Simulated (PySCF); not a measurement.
Telling isomers of C5H5F3O apart by NMR

One conformer, averaged over atoms made equivalent by symmetry, fast rotation or ring inversion, non-relativistic Hamiltonian, no solvent. GFN2-xTB geometry; PBE0/pcSseg-1 with gauge-including orbitals; PySCF 2.14.0 with density-fitted response routines.

Shifts are taken against calculated references (same method and geometry level): 1H (σref 31.72), 13C (σref 186.93) against TMS. Splittings of carbon signals by F and P are missing where no couplings were computed. Where no couplings were computed, multiplicities follow the n + 1 count of equivalent neighbours, and m marks all less simple cases (inequivalent or close neighbours, rings, F or P nearby). Shifts are as computed. Against solution values, carbons near 30 ppm lie about +3 ppm off and those near 130 ppm about +5 ppm. Of 1211 compounds with measured shifts, 218 miss one by over three times the rms of a fit or turn the order of signals round; such compounds aren't used in these exercises.

(1) Tabulate the signals of `FC(F)(F)[C@H]1C=COC1`, `O=C(F)[C@@]1(F)CC[C@H]1F` and their relative energies.

(2) What is the quickest way to tell FC(F)(F)[C@H]1C=COC1 from O=C(F)[C@@]1(F)CC[C@H]1F?

Answers

(1) 
| SMILES | carbon types | δC | δH | E rel. (kcal/mol) |
| --- | --- | --- | --- | --- |
| FC(F)(F)[C@H]1C=COC1 | 1×C 3×CH 1×CH2 | 159.5, 135.7, 99.1, 71.6, 53.6 | 6.54 (d, 1H), 5.02 (m, 1H), 4.73 (m, 1H), 4.64 (m, 1H), 3.81 (m, 1H) | 0.0 |
| O=C(F)[C@@]1(F)CC[C@H]1F | 2×C 1×CH 2×CH2 | 170.2, 99.6, 96.2, 25.3, 22.7 | 5.43 (m, 1H), 2.74 (m, 1H), 2.43 (m, 1H), 2.20 (m, 1H), 2.03 (m, 1H) | 4.5 |

Energies are electronic energies at PBE0/pcSseg-1 on these geometries, without zero-point or thermal terms, each for the one conformer computed, which needn't be the lowest.

(2) Both give the same number of carbon signals, but DEPT or the intensities differ. The first has an alkene carbon bearing oxygen (CH) at 159.5 ppm, the second an sp3 CH2 in a ring at 22.7 ppm. Their most deshielded carbons lie at 159.5 and 170.2 ppm. In the proton spectra the most deshielded non-exchanging signals are 6.54 (d, 1H) and 5.43 (m, 1H).
